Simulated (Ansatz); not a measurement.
A geometry relaxed with PBE0-D3(BJ)/def2-TZVP run with Ansatz (a quantum-chemistry and plane-wave program), charge 0, multiplicity 1:

```xyz
10

C      2.0898    -0.3704    -0.1242
Si    -1.8230    -0.4221     0.6116
Si     0.2796     0.1022    -0.1193
H      2.4766    -0.3773     0.8968
H     -1.7925     2.5788    -1.4198
Si    -1.2952     1.3763    -0.6965
H      2.6605     0.3449    -0.7179
H     -2.2292    -0.2710     2.0404
H     -2.5803    -1.5932     0.0783
H      2.2138    -1.3683    -0.5496
```

Question: Write the SMILES of this molecule.

Answer: `C[Si]1=[SiH][SiH2]1`
